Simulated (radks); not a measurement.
Problem. Coherent X-ray form factor from a spherical all-electron density. All-electron calculation, Dirac Kohn-Sham, PBE, spin-unpolarised, spherical densities, finite nucleus; Fermi nuclear charge, rms radius of each element as measured or else 0.836 A^(1/3) + 0.57 fm. Program: a radial shooting solver on a logarithmic mesh with Libxc functionals.

| sin(theta)/lambda (1/angstrom) | f0 (electrons) |
|---|---|
| 0.05 | 73.045 |
| 0.1 | 70.513 |
| 0.15 | 67.105 |
| 0.2 | 63.413 |
| 0.25 | 59.749 |
| 0.3 | 56.243 |
| 0.4 | 49.852 |
| 0.5 | 44.334 |
| 0.6 | 39.607 |
| 0.8 | 31.973 |
| 1 | 26.167 |
| 1.25 | 21.037 |
| 1.5 | 17.769 |
| 2 | 14.055 |

The species is in the configuration that NIST lists as its ground one. Which atom or ion scatters so?

Solution. The rhenium ion Re+, [Xe] 4f14 5d5 6s1. Extrapolating in s^2 from the first two rows gives f0(0) = 73.9, near the electron count 74; among species with that count, the fall with angle is slower the higher Z, and the table is that of Z = 75; from so few rows the species is fixed only to a neighbour or two.
